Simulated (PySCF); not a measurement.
F₅Si₂ (SMILES F[Si](F)[Si](F)(F)F), doublet, at a GFN2-xTB geometry.

PySCF was given this input:
```python
from pyscf import gto, scf, dft

mol = gto.Mole()
mol.atom = '''
    F     1.920713   -1.454940   -0.001591
    Si    1.291205   -0.046217   -0.455002
    F     2.178933    0.903636    0.491614
    Si   -0.897951    0.087240    0.052931
    F    -1.646588   -0.121274    1.442026
    F    -1.399089    1.521972   -0.398691
    F    -1.665696   -0.913209   -0.907916
'''
mol.basis = 'sto-3g'
mol.charge = 0
mol.spin = 1
mol.verbose = 4
mol.build()

mf = dft.UKS(mol)
mf.xc = 'b3lyp'
mf.kernel()
mf.analyze()
```

**Question.** Give the number of basis functions at the level B3LYP/STO-3G run with PySCF.

**Answer.** 43

**Question.** Estimate the HOMO energy that B3LYP/STO-3G returns for this input.

**Answer.** -2.21 eV

**Question.** Predict the <S^2> from B3LYP/STO-3G.

**Answer.** 0.752

**Question.** Give the total energy at the level B3LYP/STO-3G.

**Answer.** -1064.2394 Eh

**Question.** Give the dipole moment at the level B3LYP/STO-3G.

**Answer.** 0.98 D

These values belong to the state on which the SCF converged, which isn't shown to be the lowest.
